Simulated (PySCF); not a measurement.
C3H9Ga, SMILES CC[CH2][GaH2].

Geometry optimised at PBE0-D3(BJ)/def2-SVP. The structure was generated by enumeration; whether it is a known compound was not checked. Other conformers were not sampled.

Two levels are set side by side: TDDFT-PBE/def2-SVPD (PySCF) and TDDFT-PBE0/def2-SVPD (PySCF). Vertical, same geometry. The lowest singlet is HOMO→LUMO 100 % with PBE and HOMO→LUMO 99 % with the other functional; states are paired by order. Differences are taken from unrounded values.

```tsv
quantity	TDDFT-PBE
lowest singlet excitation (eV)	4.27
lowest triplet excitation (TDA) (eV)	3.97
first bright state (f over 0.05) (eV)	6.80
its oscillator strength	0.10
```

### Question
These are the TDDFT-PBE values. What does TDDFT-PBE0 give? (The exact figures need the calculation; the answer reports its results.)

### Answer

| quantity | TDDFT-PBE0 | TDDFT-PBE minus TDDFT-PBE0 |
|---|---|---|
| lowest singlet excitation (eV) | 4.72 | -0.46 |
| lowest triplet excitation (TDA) (eV) | 4.38 | -0.41 |
| first bright state (f over 0.05) (eV) | 7.51 | -0.72 |
| its oscillator strength | 0.24 | -0.14 |

A lower first singlet is the usual sign of a functional without exact exchange. Differences between two approximate levels are no errors against the true value.

Rough cost on one machine, each run with all the roots and properties that it gave: TDDFT-PBE0 against TDDFT-PBE about 4 times.
